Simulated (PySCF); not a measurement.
CH₃ClGa (SMILES [CH3][Ga][Cl]), doublet, at a GFN2-xTB geometry (such geometries of metal compounds can be far from the true shape) (the spin is typed, not shown lowest); WB97X/def2-TZVP (PySCF).

Here is a job for PySCF.
```python
from pyscf import gto, scf, dft

mol = gto.M(
    atom='''
Ga    0.501768    0.313517    0.109440
C    -0.421486    1.586176   -1.419512
H    -1.349949    1.963541   -0.994626
H    -0.632999    0.938123   -2.268130
H     0.230507    2.404827   -1.710429
Cl   -0.663144   -1.443681    0.593977
''',
    basis='def2-tzvp',
    charge=0,
    spin=1,
    verbose=4,
)

mf = dft.UKS(mol)
mf.xc = 'wb97x'
mf.grids.atom_grid = (99, 590)
mf.grids.prune = None
mf.kernel()
```

What the program printed (banner, timings and long lists left out):

```
PySCF version 2.14.0

[INPUT] verbose = 4
[INPUT] num. atoms = 6
[INPUT] num. electrons = 57
[INPUT] charge = 0
[INPUT] spin (= nelec alpha-beta = 2S) = 1
[INPUT] symmetry False subgroup None
[INPUT] Mole.unit = angstrom
[INPUT] Symbol           X                Y                Z      unit          X                Y                Z       unit  Magmom
[INPUT]  1 Ga     0.501768000000   0.313517000000   0.109440000000 AA    0.948204098071   0.592461265395   0.206811627072 Bohr   0.0
[INPUT]  2 C     -0.421486000000   1.586176000000  -1.419512000000 AA   -0.796493105338   2.997438225358  -2.682488910534 Bohr   0.0
[INPUT]  3 H     -1.349949000000   1.963541000000  -0.994626000000 AA   -2.551033892130   3.710554724355  -1.879570736372 Bohr   0.0
[INPUT]  4 H     -0.632999000000   0.938123000000  -2.268130000000 AA   -1.196194747124   1.772795541155  -4.286144514910 Bohr   0.0
[INPUT]  5 H      0.230507000000   2.404827000000  -1.710429000000 AA    0.435595099795   4.544464406959  -3.232242365514 Bohr   0.0
[INPUT]  6 Cl    -0.663144000000  -1.443681000000   0.593977000000 AA   -1.253160541149  -2.728161701238   1.122453854291 Bohr   0.0

nuclear repulsion = 222.972972851334
number of shells = 52
number of NR pGTOs = 233
number of NR cGTOs = 134
basis = def2-tzvp
ecp = {}

******** <class 'pyscf.dft.uks.UKS'> ********
method = UKS
initial guess = minao
damping factor = 0
level_shift factor = 0
DIIS = <class 'pyscf.scf.diis.CDIIS'>
diis_start_cycle = 1
diis_space = 8
diis_damp = 0
SCF conv_tol = 1e-09
SCF conv_tol_grad = None
SCF max_cycles = 50
direct_scf = True
direct_scf_tol = 1e-13
number electrons alpha = 29  beta = 28
XC library pyscf.dft.libxc version 7.1.2
    S. Lehtola, C. Steigemann, M. J. T. Oliveira, and M. A. L. Marques,  SoftwareX 7, 1–5 (2018)
XC functionals = wb97x
    J.-D. Chai and M. Head-Gordon,  J. Chem. Phys. 128, 084106 (2008)
radial grids:
    Treutler-Ahlrichs [JCP 102, 346 (1995); DOI:10.1063/1.469408] (M4) radial grids

becke partition: Becke, JCP 88, 2547 (1988); DOI:10.1063/1.454033
pruning grids: None
grids dens level: 3
symmetrized grids: False
atomic radii adjust function: <function treutler_atomic_radii_adjust>
User specified grid scheme (99, 590)
small_rho_cutoff = 0
Set gradient conv threshold to 3.16228e-05
tot grids = 350464
init E= -2424.43746798836

cycle= 1 E= -2424.96898701918  delta_E= -0.532  |g|= 0.499  |ddm|= 1.37
cycle= 2 E= -2424.97956915475  delta_E= -0.0106  |g|= 0.574  |ddm|= 0.647
cycle= 3 E= -2425.0410132716  delta_E= -0.0614  |g|= 0.0324  |ddm|= 0.273
cycle= 4 E= -2425.04200954387  delta_E= -0.000996  |g|= 0.0174  |ddm|= 0.0629
cycle= 5 E= -2425.04230688092  delta_E= -0.000297  |g|= 0.00577  |ddm|= 0.0322
cycle= 6 E= -2425.04239661756  delta_E= -8.97e-05  |g|= 0.00202  |ddm|= 0.0253
cycle= 7 E= -2425.04241448646  delta_E= -1.79e-05  |g|= 0.000946  |ddm|= 0.0113
cycle= 8 E= -2425.04241837869  delta_E= -3.89e-06  |g|= 0.000634  |ddm|= 0.00473
cycle= 9 E= -2425.04241939397  delta_E= -1.02e-06  |g|= 0.000229  |ddm|= 0.00233
cycle= 10 E= -2425.04241962293  delta_E= -2.29e-07  |g|= 7.52e-05  |ddm|= 0.00134
cycle= 11 E= -2425.04241963832  delta_E= -1.54e-08  |g|= 3.63e-05  |ddm|= 0.000278
cycle= 12 E= -2425.04241964123  delta_E= -2.91e-09  |g|= 9.9e-06  |ddm|= 0.000137
cycle= 13 E= -2425.04241964144  delta_E= -2.13e-10  |g|= 4.65e-06  |ddm|= 2.85e-05
Extra cycle  E= -2425.04241964145  delta_E= -1e-11  |g|= 4.12e-06  |ddm|= 7.48e-06
converged SCF energy = -2425.04241964145  <S^2> = 0.76055987  2S+1 = 2.0105321
```
